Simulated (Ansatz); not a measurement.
C₄H₅NSi, SMILES C#C[C@@H]([SiH3])C#N.

Coordinates come from a ωB97X-D3(BJ)/def2-SVP optimisation. The structure was generated by enumeration; whether it is a known compound was not checked.

Two levels are set side by side: PBE/def2-SVPD (Ansatz, an electronic-structure program) and PBE0/def2-SVPD (Ansatz). Energy differences of separate SCF runs at the same geometry; the states with an electron removed or added have multiplicity 2 and 2. Differences are taken from unrounded values.

| quantity | PBE0 | PBE | PBE minus PBE0 |
|---|---|---|---|
| vertical ionisation energy (eV) | 10.19 | 9.92 | -0.27 |
| vertical singlet–triplet gap (eV) | 5.44 | 5.41 | -0.03 |
